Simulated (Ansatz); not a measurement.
Compare A (`C[Si](F)(F)C#N`) with its isomer B (`CC1=N[Si]1(F)F`).

Program: Ansatz. Geometries: PBE0-D4/def2-TZVP. ΔE: electronic, gas phase. CBS: MP2 limit from def2 TZ/QZ plus the TZ coupled-cluster correction, frozen cores. Functionals use def2-TZVPP. B3LYP here is the variant with VWN-RPA as its local correlation; programs differ in this.

A:

```xyz
9

C     0.072   -0.457   -1.174
Si   -0.336   -0.187    0.587
F    -1.883    0.035    0.809
F     0.111   -1.403    1.490
C     0.507    1.305    1.270
N     1.059    2.245    1.640
H    -0.238    0.402   -1.773
H     1.148   -0.595   -1.299
H    -0.439   -1.346   -1.551
```

B:

Z-matrix (Å, degrees):
```
C
C 1 1.473
H 1 1.093 2 109.9
H 1 1.093 2 109.9 3 -117.5
H 1 1.092 2 110.2 3 121.3
N 2 1.311 1 128.9 3 -121.7
Si 2 1.743 1 164.4 3 58.4
F 7 1.575 2 126.0 1 -79.7
F 7 1.575 2 126.0 1 79.6
```

**Question.** Which isomer does CCSD(T)/CBS put lower? Give the gap. (Best estimate.)

**Answer.** Computed: A, by 176.6 kJ/mol.

**Question.** Give E(B) − E(A) in kJ/mol with B3LYP, r2SCAN-D4, ωB97M-V, B2PLYP, HF/def2-TZVPP, B3LYP-D4, PBE0-D4. (Best estimate.)

**Answer.** The calculation gave: B3LYP 172.9, r2SCAN-D4 158.6, ωB97M-V 168.9, B2PLYP 181.0, HF/def2-TZVPP 197.3, B3LYP-D4 172.2, PBE0-D4 149.9. None reverses the order clearly.

Largest T1 diagnostic: 0.013.

In def2-TZVPP, CCSD(T) changes the Hartree–Fock value by −14.5 kJ/mol (the triples alone add −2.9 kJ/mol) and MP2 by −11.3 kJ/mol.
